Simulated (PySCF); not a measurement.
# Hartree-Fock beside MP2: BH3NOSi anion

These are calculations, not measurements. The program is PySCF 2.14.0, an open-source quantum chemistry code, run on an isolated molecule that a program drew, which may never have been made. The molecule is BH3NOSi anion (charge -1, singlet), drawn as the SMILES string `B=N[SiH-]O`.

The geometry was optimised and harmonic frequencies were computed with HF and MP2, all in the aug-cc-pV(D+d)Z basis, for the commonest isotopes, with a restricted reference for singlets and an unrestricted one otherwise, and a frozen core in MP2. Each result is a local minimum of its method.

Geometry at the HF minimum:
```xyz
7
BH3NOSi anion, angstrom
B     0.7202   -1.5036   -0.0690
N    -0.2711   -0.9355   -0.5340
Si   -1.8539   -0.1399   -1.0163
O    -2.1707   -1.0257   -2.4821
H     1.6645   -2.0462    0.3747
H    -1.1862    1.1163   -1.6347
H    -1.4052   -1.0968   -3.0279
```

Lengths of the bonds as drawn, in Å (atoms numbered as above):
```
bond,HF,MP2
B1-N2,1.234,1.274
N2-Si3,1.836,1.864
Si3-O4,1.742,1.781
B1-H5,1.176,1.184
Si3-H6,1.551,1.552
O4-H7,0.943,0.968
```

Rotational constants, in GHz:
| constant | HF | MP2 |
|---|---|---|
| A | 16.16 | 15.31 |
| B | 3.715 | 3.604 |
| C | 3.12 | 3.013 |

Harmonic frequencies in cm^-1, each column in rising order, so a row needn't be the same motion in every method:
```
rank,HF,MP2
1,143,126
2,209,196
3,288,273
4,401,375
5,532,491
6,712,635
7,782,650
8,812,684
9,825,762
10,871,816
11,1011,948
12,1862,1743
13,1972,1866
14,2912,?
15,4162,3803
```

**Estimate the missing MP2 frequency from the HF column.**

A single factor s that minimises the squared misfit of MP2 against s times HF over the other rows is sum(HF x MP2) / sum(HF^2) = 0.9189, with an rms misfit of 32 cm^-1. For rank 14 it gives 0.9189 x 2912 = 2676 cm^-1. The calculation gives 2828 cm^-1, 152 cm^-1 above the estimate. The drawn bonds are on average 1.7 % longer in MP2 than in HF.
